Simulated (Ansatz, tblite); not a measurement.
Removing an electron: AsH2(iPr) (C3H9As). Charge 0, multiplicity 1. Geometry: r2SCAN-D4/def2-SVP. Ansatz, gas phase; energy differences of separate SCF runs; the oxidised species was run as a doublet alone.

Cartesian coordinates in Å:
```
As 1.609 0.013 1.084
H 2.134 -1.395 0.817
H 2.604 0.621 0.099
C 0.102 -0.106 -0.236
C -0.438 1.294 -0.511
C -0.975 -1.038 0.312
H 0.514 -0.530 -1.167
H 0.333 1.960 -0.931
H -0.822 1.763 0.411
H -1.272 1.253 -1.233
H -1.820 -1.113 -0.395
H -0.592 -2.057 0.482
H -1.377 -0.665 1.269
```

The xTB rows come from tblite.

```
              level  −HOMO (eV)  vertical IE (eV)  −LUMO (eV)  HOMO–LUMO gap (eV)
           GFN1-xTB       11.15             14.55        5.51                5.64
   PBE-D4/def2-TZVP        5.99              9.10        0.53                5.46
r2SCAN-D4/def2-TZVP        6.24              9.15        0.19                6.05
```

Estimate the rows for GFN2-xTB, PBE0-D4/def2-TZVP.


```json
{"level": "GFN2-xTB", "−HOMO (eV)": "10.38", "vertical IE (eV)": "13.36", "−LUMO (eV)": "4.38", "HOMO–LUMO gap (eV)": "6.01"}
{"level": "PBE0-D4/def2-TZVP", "−HOMO (eV)": "7.08", "vertical IE (eV)": "9.21", "−LUMO (eV)": "-0.28", "HOMO–LUMO gap (eV)": "7.36"}
```

Relaxing the oxidised species (r2SCAN-D4/def2-SVP) changes its energy by -0.53 eV at PBE-D4/def2-TZVP, so the adiabatic ionisation energy to this nearest minimum is 8.56 eV. At PBE0-D4/def2-TZVP it is 8.59 eV.   Raw xTB energy differences between charge states are shifted by several eV; the methods need an empirical correction for them.
